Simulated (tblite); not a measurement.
Compound: C₇H₈NO (doublet state).
Geometry (GFN2-xTB, Å), atoms numbered from 1 in this order:
```
atom  x, y, z in Å
C1     2.1469   -1.2418    0.0448
C2     0.6518   -1.1428   -0.1897
O3     0.0002   -2.1032   -0.5584
C4     0.0925    0.1651    0.0595
C5     0.7206    1.3395    0.4792
C6    -0.2463    2.3449    0.5753
C7    -1.4215    1.7363    0.2097
N8    -1.2530    0.4558   -0.0990
C9    -2.2742   -0.4620   -0.5179
H10    2.6743   -0.5495   -0.6067
H11    2.3806   -0.9957    1.0776
H12    2.4700   -2.2575   -0.1681
H13    1.7639    1.4631    0.6944
H14   -0.1062    3.3641    0.8688
H15   -3.2291    0.0602   -0.5487
H16   -2.3358   -1.3022    0.1754
H17   -2.0416   -0.8623   -1.5059
```

Calculated harmonic vibrations of the isolated species, GFN2-xTB (tblite), most abundant isotopes, no scaling. Against measured fundamentals such values can be off by several per cent, at times by over 20. One conformer, not necessarily the lowest. Open shells enter through the occupations alone, without spin polarisation, and single modes of such species can be off by tens of per cent.

Harmonic wavenumbers (cm⁻¹): 70.7, 104.6, 143.6, 159.6, 198.1, 224.3, 299.4, 399.6, 418.2, 481.3, 529.2, 626.6, 632.7, 717.3, 767.9, 818.5, 834.6, 958.5, 987.2, 1017.5, 1054.1, 1094.4, 1104.1, 1139.2, 1220.3, 1321.4, 1329.5, 1360.5, 1368.8, 1405.6, 1443.3, 1458.2, 1459.2, 1463.1, 1476.0, 1527.6, 1698.5, 2994.6, 3014.2, 3030.6, 3034.2, 3036.8, 3054.2, 3155.8, 3189.9.

A = 2706, B = 1633, C = 1031 MHz; mass 122.061 u (most abundant isotopes); point group Cs, symmetry number 1; spin multiplicity 2.

**Question.** Zero-point energy?

**Answer.** ½Σν̃ = 28912 cm⁻¹ = 345.86 kJ/mol.

**Question.** What is S at 350 K and 1 bar for an ideal gas of classical rigid rotors and harmonic oscillators?

**Answer.** Translation 172.11, rotation 121.86, vibration 119.62, spin (R ln 2) 5.76: S = 419.4 J/(mol K).

**Question.** And Cp and H(350 K) − H(0)?

**Answer.** Cp = 164.50 J/(mol K), of which vibrations give 131.24 (their classical limit is 45 R = 374.2); H(350 K) − H(0) = 34.46 kJ/mol without the zero-point energy, 22.82 from vibrations.

**Question.** What must be added to the electronic energy to get the Gibbs energy at 350 K and 1 bar?

**Answer.** ZPE + [H(350 K) − H(0)] − T·S = 345.86 + 34.46 − 146.77 = 233.55 kJ/mol.

**Question.** Which modes carry the vibrational entropy at 350 K?

**Answer.** 70.7 cm⁻¹: 18.62; 104.6 cm⁻¹: 15.40; 143.6 cm⁻¹: 12.82; 159.6 cm⁻¹: 11.97; 198.1 cm⁻¹: 10.25; 224.3 cm⁻¹: 9.28 J/(mol K); the other 39 give 41.30 together.

**Question.** Blend soft modes into free rotors: weight 1/[1 + (100 cm⁻¹/ν̃)⁴] for the oscillator and the rest for a rotor with moment μB/(μ + B), μ = h/(8π²ν), B = 10⁻⁴⁴ kg m². What vibrational entropy results?

**Answer.** 114.13 J/(mol K) in place of 119.62, which changes −T·S at 350 K by +1.92 kJ/mol.

Hindered rotation and anharmonicity are outside this model. Other conformers, if any are populated, would add a mixing term that is left out.
